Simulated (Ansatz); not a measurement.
Input and output for Co₂Si (the lowest singlet isomer of a short search).

```yaml
crystal:
  periodic: [false, false, false]
  atoms:
    - {symbol: Co, position_ang: [-1.082776, -0.436736, -0.331387]}
    - {symbol: Co, position_ang: [0.337838, 1.081146, -0.435815]}
    - {symbol: Si, position_ang: [0.744939, -0.644400, 0.767202]}
basis:
  gaussian: {orbitals: aug-cc-pVDZ}
hamiltonian: {xc: {name: wB97X-V}}
scf: {lower_state_search: light}
output: {forces: true}
```

```sh
$ ansatz run in.yaml --threads 4 --pin off --events-out ev --progress --plain --max-ram 3916MiB
```

Shortened log:

```
Functional definition: wB97X-V
1552 factors; integrals over basis functions are off by at most 4.2e-4 eV
384 factors; integrals over basis functions are off by at most 2.3e-6 eV
mean field evaluation 1: about -83028.2362 eV, gradient 2.5e2 eV
mean field evaluation 2: about -81285.9186 eV, gradient 6.6e2 eV
mean field evaluation 4: about -82566.5434 eV, gradient 5.3e2 eV
mean field evaluation 8: about -83059.4096 eV, gradient 1.7e2 eV
mean field evaluation 16: about -83116.5892 eV, gradient 2.6e1 eV
mean field evaluation 32: about -83118.2246 eV, gradient 2.3e-5 eV
mean field evaluation 64: about -83118.2164 eV, gradient 5.4e-1 eV
mean field -83118.22461279 eV, -3054.5384149638 hartree, gradient 1.1e-5 eV, S^2 0.000000; 6 other end points of the search recorded, 0 dependent functions left out
reference -83118.22461023 eV, -3054.5384148696 hartree; 34, 34 occupied and 111, 111 virtual orbitals, 1552 factors
Total energy: -83118.22461023 eV, -3054.5384148696 hartree
Atom 0 at    -1.082776    -0.436736    -0.331387 Å, force     0.490945     0.298979     0.092643 eV/Å
Atom 1 at     0.337838     1.081146    -0.435815 Å, force    -0.257635    -0.500709     0.147587 eV/Å
Atom 2 at     0.744939    -0.644400     0.767202 Å, force    -0.233310     0.201730    -0.240230 eV/Å
Dipole moment:    -0.298576     0.258286    -0.307502 e Å
```

Hardware: 4 threads of Arm Neoverse V2 on a shared host. Wall time 70 s, peak host memory 0.64 GiB.

The restricted singlet is unstable towards broken spin symmetry at other levels; at RKS ωB97X-V/aug-cc-pVDZ this wasn't settled.
